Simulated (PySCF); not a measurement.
Computed with PBE-D3(BJ)/def2-TZVP // B3LYP-D3(BJ)/def2-TZVP (PySCF). Gas-phase values, no solvent. One relaxed conformer stands for a flexible species; it need not be the lowest. 

Reference species (SMILES): `N(=C/C=N\[H])/[H]` (N–C–C–N torsion 180°) (neutral, multiplicity 1).

```
Quantity    Result
--------  --------
LUMO      -3.11 eV
```

Changed species: `N#CNC`.

### Question
Give the shifts of the LUMO.

### Answer
the LUMO rises by 2.54 eV, to -0.57 eV.
